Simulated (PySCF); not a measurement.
GeO2, SMILES [Ge](=[O])=[O].

Coordinates come from a TPSSh-D3(BJ)/def2-TZVP optimisation.

Two levels are set side by side: TDA-PBE/def2-SVPD (PySCF) and TDA-B3LYP/def2-SVPD (PySCF). Vertical, same geometry. The lowest singlet is HOMO→LUMO 100 % with PBE and HOMO→LUMO 100 % with the other functional; states are paired by order. Differences are taken from unrounded values.

| quantity | TDA-B3LYP | TDA-PBE | TDA-PBE minus TDA-B3LYP |
|---|---|---|---|
| lowest singlet excitation (eV) | 3.99 | 3.90 | -0.09 |
| lowest triplet excitation (TDA) (eV) | 3.44 | 3.35 | -0.08 |
| first bright state (f over 0.05) (eV) | 5.47 | 5.25 | -0.22 |
| its oscillator strength | 0.06 | 0.06 | 0.00 |

Rough cost on one machine, each run with all the roots and properties that it gave: TDA-B3LYP against TDA-PBE within a factor of 2.
